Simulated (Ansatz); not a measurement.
`C[CH2][Mg][NH2]` + H–F → `C[CH2][Mg][F]` + NH₃ at 500 K and 1 bar (ligand exchange at a Mg–N bond).

Isolated molecules relaxed with PBE0-D4/def2-TZVP in Ansatz; ΔE leaves out vibrations. CBS: MP2 limit from def2 TZ/QZ plus the TZ coupled-cluster correction, frozen cores. This one scheme is used for every species. For Mg outer-core shells are correlated without core-valence functions, which leaves a few kJ/mol of doubt a bond. Each species was taken in one conformer, which may not be the lowest.

```csv
species,CCSD(T)/CBS energy (Eh),H − E (kJ/mol),S (J/(mol·K))
`C[CH2][Mg][NH2]`,-334.92798,277.2,422.5
H–F,-100.39570,39.4,188.7
`C[CH2][Mg][F]`,-378.86278,211.4,374.4
NH₃,-56.50880,108.2,211.8
```

H − E and S are ideal-gas, rigid-rotor, harmonic terms from PBE0-D4/def2-TZVP, for one conformer and one mirror image of each species. 1 Eh = 2625.50 kJ/mol, R = 8.31446 J/(mol·K).

Q: By hand: ΔE, ΔH, ΔS and ΔG.

A: ΔE = (-378.86278) + (-56.50880) − (-334.92798) − (-100.39570) = -0.04790 Eh = -125.8 kJ/mol. Δ(H − E) = 211.4 + 108.2 − 277.2 − 39.4 = 3.0, so ΔH = -122.8 kJ/mol. ΔS = 374.4 + 211.8 − 422.5 − 188.7 = -25.0 J/(mol·K). ΔG = -122.8 − 500 × (-25.0)/1000 = -110.3 kJ/mol.

Q: By hand: the equilibrium constant, and the temperature at which ΔG would vanish if ΔH and ΔS stayed fixed.

A: log₁₀ K = −ΔG/(RT ln 10) = 11.5. ΔG = 0 at ΔH/ΔS = 4912 K, far beyond where these terms or the molecules hold.

ΔH outweighs TΔS. A doubt of 5 kJ/mol in ΔE shifts log₁₀ K by 0.5 here. Other conformers and mirror images would add mixing entropy, several J/(mol·K) or more a flexible species. Modes under 60 cm⁻¹, often nearly free rotors, make the harmonic entropy too high. These are equilibria of isolated gas molecules and say nothing of rates. Largest T1 diagnostic: 0.010 (customary marks: 0.02 for closed shells, 0.045 for open ones).
